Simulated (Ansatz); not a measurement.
Geometry optimisation, DFT PBE-D3(BJ), scalar-relativistic, plane waves, PAW in Ansatz 0.2.0.

Input:

```yaml
crystal:
  lattice:
    - [6.265827, 0.0, 0.0]
    - [0.0, 6.265827, 0.0]
    - [0.0, 0.0, 6.265827]
  atoms:
    - { symbol: O, position: [0.0776359, 0.578421, 0.3733313] }
    - { symbol: H, position: [0.0678684, 0.7283212, 0.3368733] }
    - { symbol: H, position: [-0.0408806, 0.5138144, 0.2980022] }
    - { symbol: O, position: [0.6611743, 0.5782318, 0.1981641] }
    - { symbol: H, position: [0.6994279, 0.7219677, 0.1560769] }
    - { symbol: H, position: [0.6443029, 0.5032363, 0.0640534] }
    - { symbol: O, position: [0.4962234, 0.2064639, 0.2449874] }
    - { symbol: H, position: [0.348539, 0.1793061, 0.2082935] }
    - { symbol: H, position: [0.5745569, 0.0980628, 0.167478] }
    - { symbol: O, position: [1.0522188, 0.0607157, 0.0678254] }
    - { symbol: H, position: [0.9579869, 0.1802516, 0.0408781] }
    - { symbol: H, position: [0.9831411, -0.0161893, 0.1827539] }
    - { symbol: O, position: [0.5766149, 0.3094259, 0.7852176] }
    - { symbol: H, position: [0.5560816, 0.2574361, 0.9293359] }
    - { symbol: H, position: [0.5049501, 0.204591, 0.6970786] }
    - { symbol: O, position: [0.3583427, 0.9503256, 0.5733452] }
    - { symbol: H, position: [0.305357, 0.8985179, 0.7090033] }
    - { symbol: H, position: [0.2513082, 0.9047896, 0.4715378] }
    - { symbol: Zn, position: [0.8183538, 0.8559603, 0.7078083] }
    - { symbol: Cl, position: [0.2343101, 0.5442108, 0.9079802] }
    - { symbol: Cl, position: [0.0821661, 0.1925799, 0.4921839] }
basis:
  ecutwfc: 420.0
kpoints:
  mp_grid: { grid: [1, 1, 1] }
hamiltonian:
  xc: pbe
  dispersion: d3bj
scf:
  occupations: { method: fermi_dirac, width: 0.02 }
  lower_state_search: "off"
relax:
  f_tol: 0.3
  max_steps: 15
  adjacent_minimum: "off"
output:
  write_density: true
  write_potential: true
  elf: true
  volumetric_format: npy
```

Run as:

```bash
$ ansatz run input.yaml --threads 1 --pin off --max-ram 3072MiB --backend cpu --events-out ev --progress --plain --runs-dir out
```

Q: Where does it end, and by what steps?

A: The run ended unconverged. Limits of this set-up: coarse k mesh. After 14 steps the energy has fallen by 8.477 eV; H18 moved furthest, 1.65 Å. Joined: O1–Zn19, Zn19–Cl20.

```json
{"step": "0", "energy less start (eV)": "0.0000", "largest force component (eV/Å)": "1.815", "accepted": "yes"}
{"step": "1", "energy less start (eV)": "-1.3900", "largest force component (eV/Å)": "1.801", "accepted": "yes"}
{"step": "2", "energy less start (eV)": "-2.4259", "largest force component (eV/Å)": "1.951", "accepted": "yes"}
{"step": "3", "energy less start (eV)": "-3.5381", "largest force component (eV/Å)": "1.675", "accepted": "yes"}
{"step": "4", "energy less start (eV)": "-4.5392", "largest force component (eV/Å)": "2.195", "accepted": "yes"}
{"step": "5", "energy less start (eV)": "-5.4493", "largest force component (eV/Å)": "1.948", "accepted": "yes"}
{"step": "6", "energy less start (eV)": "-6.0128", "largest force component (eV/Å)": "1.753", "accepted": "yes"}
{"step": "7", "energy less start (eV)": "-6.5296", "largest force component (eV/Å)": "1.012", "accepted": "yes"}
{"step": "8", "energy less start (eV)": "-6.9842", "largest force component (eV/Å)": "0.863", "accepted": "yes"}
{"step": "9", "energy less start (eV)": "-7.3650", "largest force component (eV/Å)": "0.539", "accepted": "yes"}
{"step": "10", "energy less start (eV)": "-7.6953", "largest force component (eV/Å)": "0.637", "accepted": "yes"}
{"step": "11", "energy less start (eV)": "-7.9937", "largest force component (eV/Å)": "0.678", "accepted": "yes"}
{"step": "12", "energy less start (eV)": "-8.2195", "largest force component (eV/Å)": "0.757", "accepted": "yes"}
{"step": "13", "energy less start (eV)": "-8.3696", "largest force component (eV/Å)": "0.648", "accepted": "yes"}
{"step": "14", "energy less start (eV)": "-8.4765", "largest force component (eV/Å)": "1.078", "accepted": "yes"}
```

```xyz
21
Lattice="6.2658 0.0000 0.0000 0.0000 6.2658 0.0000 0.0000 0.0000 6.2658" Properties=species:S:1:pos:R:3
O -0.289 3.918 2.281
H 0.382 4.038 1.577
H -1.182 4.040 1.788
O 3.964 4.407 0.800
H 4.564 5.115 0.408
H 3.923 3.670 0.143
O 2.766 0.729 1.380
H 1.831 0.849 1.663
H 2.859 -0.228 1.157
O 5.631 0.107 0.313
H 5.189 0.885 -0.119
H 5.763 0.384 1.238
O 4.010 2.036 5.601
H 3.329 1.573 6.156
H 3.840 1.770 4.680
O 3.623 5.439 4.120
H 2.885 4.922 4.560
H 3.122 5.961 3.433
Zn 6.310 4.998 3.942
Cl 1.080 3.770 5.426
Cl 0.371 0.831 3.417
```

Run time: 57 s on 1 thread of Arm Neoverse N1, on a shared host, peak memory 0.36 GiB.
